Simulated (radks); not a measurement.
The mean radii <r> (bohr) of the occupied orbitals of an atom or ion are listed with their occupations. Calculated with a radial shooting solver on a logarithmic mesh with Libxc functionals: scalar-relativistic Kohn-Sham, PBE, spin-polarised, spherical densities, point nucleus.

orbital  occ.      <r>
1s up       1  0.01631
1s down     1  0.01631
2s up       1  0.06874
2s down     1  0.06874
2p up       3  0.06235
2p down     3  0.06235
3s up       1   0.1775
3s down     1   0.1775
3p up       3   0.1793
3p down     3   0.1793
3d up       5   0.1625
3d down     5   0.1624
4s up       1   0.3907
4s down     1   0.3907
4p up       3   0.4161
4p down     3   0.4162
4d up       5   0.4372
4d down     5   0.4373
5s up       1   0.8648
5s down     1   0.8657
4f up       7   0.4594
4f down     6   0.4600
5p up       3   0.9867
5p down     3   0.9869
5d up       5    1.293
5d down     5    1.283
6p up       2    2.705

Name the element and its charge. Open shells, if any, are filled with parallel spins first.

Answer. Z = 81, thallium, charge +2: Tl2+ in [Xe] 4f13 5d10 6p2. The 1s radius gives Z: for a bare nucleus <r> = (2 gamma + 1)/(2Z) with gamma = sqrt(1 - (Z/c)^2), 0.01613 bohr for Z = 81, and screening makes it slightly larger (0.01631 here). The occupations add up to 79, and the charge is Z minus that.
